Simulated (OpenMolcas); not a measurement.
An OpenMolcas run meant for Cr⁺ (ANO-L-VQZP, non-relativistic; inactive shells 1s 2s 2p 3s 3p; intended active space 5 electrons in 5 orbitals (3d)). One step of its input:

```
&CASPT2
Multistate=1 1
Frozen=2 3
IPEA=0.25
Imaginary=1.5
MaxIter=60
WThr=0.0 0.3 0.05
PrWF=0.5
NoMix
```

The run finished. Its levels beside those of a sound run (SS-CASPT2, IPEA 0.25 Eh, imaginary shift 0.1 Eh (closed shells correlated: 3s 3p)), in cm⁻¹ above each run's lowest level:

```tsv
Level	This run	Usual run
3d⁵ ⁶S_5/2	0.0	0.0
3d⁵ ⁴G_7/2	21853	21081
3d⁵ ⁴G_9/2	21853	21081
3d⁵ ⁴G_5/2	21853	21081
3d⁵ ⁴G_11/2	21853	21081
3d⁵ ⁴P_5/2	24075	22843
3d⁵ ⁴P_3/2	24076	22843
3d⁵ ⁴P_1/2	24100	22865
3d⁵ ⁴D_7/2	26433	25433
3d⁵ ⁴D_1/2	26444	25442
3d⁵ ⁴D_3/2	26467	25464
3d⁵ ⁴D_5/2	26478	25474
3d⁵ ²I_13/2	31820	30864
3d⁵ ²I_11/2	31820	30864
```

Q: Which setting is unsound, and how much does it matter here?

A: The level shift is far above the usual 0.1 to 0.3 hartree and damps the second-order energy. Against the sound run the excited levels shown move by 980 cm-1 on average and by 1200 cm-1 at most.

CASPT2 does not keep the components of a term degenerate, so their means are used; among the terms shown or strongly mixed into the levels shown the widest spread is 180 cm-1 (3d⁵ ²I, the sound run). Some high roots are left out of the spin-orbit mixing, which shifts the levels that they would mix with. Levels of configurations outside the active space are missing.
